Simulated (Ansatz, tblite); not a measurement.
Cost and result up the ladder for `C=CCCCCCCCCCO` (34 atoms). The state is a singlet with charge 0. Geometry: r2SCAN-D4/def2-SVP.

Cartesian coordinates in Å:
```
C -5.405 2.355 1.810
C -4.507 2.343 0.819
C -3.234 1.553 0.810
C -1.987 2.446 0.741
C -0.663 1.682 0.790
C -0.412 0.754 -0.397
C 0.956 0.078 -0.353
C 1.211 -0.849 -1.540
C 2.604 -1.478 -1.570
C 2.900 -2.422 -0.406
C 4.257 -3.103 -0.518
O 4.562 -3.913 0.596
H -6.311 2.967 1.757
H -5.266 1.747 2.712
H -4.682 2.976 -0.063
H -3.184 0.914 1.710
H -3.241 0.872 -0.062
H -2.024 3.164 1.578
H -2.026 3.055 -0.183
H -0.615 1.095 1.728
H 0.165 2.411 0.851
H -0.506 1.332 -1.338
H -1.193 -0.026 -0.443
H 1.748 0.852 -0.319
H 1.046 -0.485 0.594
H 0.447 -1.650 -1.547
H 1.056 -0.279 -2.475
H 2.727 -2.033 -2.519
H 3.366 -0.676 -1.590
H 2.869 -1.888 0.559
H 2.108 -3.197 -0.356
H 4.312 -3.672 -1.472
H 5.053 -2.340 -0.564
H 3.870 -4.584 0.659
```

Ansatz on 4 threads of Arm Neoverse V1 on a shared host; xTB runs through tblite on one thread. Times are rough, summed over both states, and most runs start from the orbitals of an earlier one. PBE0-D4/def2-SVP serves as the yardstick here, not as an exact answer. The other state is a doublet.

The xTB rows come from tblite. HOMO above LUMO, or a gap near zero within one spin, warns that the state may not be the lowest or that an electron is smeared out.

Raw xTB energies of ions are shifted by several eV.

```
           level  functions  wall time
        GFN2-xTB         70    0.044 s
        GFN1-xTB         92    0.077 s
 PBE-D4/def2-SVP        278       18 s
PBE0-D4/def2-SVP        278       41 s
```

(1) Estimate what each level gives for the vertical IE (eV).

Answers

(1) 
```json
{"level": "GFN2-xTB", "vertical IE (eV)": "12.84", "difference from PBE0-D4/def2-SVP (eV)": "3.97", "remarks": "–"}
{"level": "GFN1-xTB", "vertical IE (eV)": "14.05", "difference from PBE0-D4/def2-SVP (eV)": "5.18", "remarks": "–"}
{"level": "PBE-D4/def2-SVP", "vertical IE (eV)": "8.15", "difference from PBE0-D4/def2-SVP (eV)": "-0.72", "remarks": "gap within one spin near zero (+1 doublet)"}
{"level": "PBE0-D4/def2-SVP", "vertical IE (eV)": "8.87", "difference from PBE0-D4/def2-SVP (eV)": "0.00", "remarks": "–"}
```
